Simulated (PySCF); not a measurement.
Radial density of Sb³⁺ (antimony, charge +3)

UHF, [Kr] 4d10 5s2, closed-shell 1S. Calculation: PySCF 2.14, in dyall-av2z; no relativity, point nucleus.

```
r (bohr)  4πr²ρ (e/bohr)
0.000533          0.3156
0.000896          0.8604
 0.00151           2.287
 0.00254           5.827
 0.00426           13.83
 0.00717           29.11
  0.0121           50.33
  0.0203           63.90
  0.0341           57.80
  0.0574           64.37
  0.0966           83.05
   0.162           59.97
   0.273           68.99
   0.460           26.71
   0.773           25.26
    1.30           9.281
    2.19           1.608
    3.68          0.1283
    6.19       0.0003486
```

A non-relativistic calculation at this Z misses sizeable relativistic shifts.
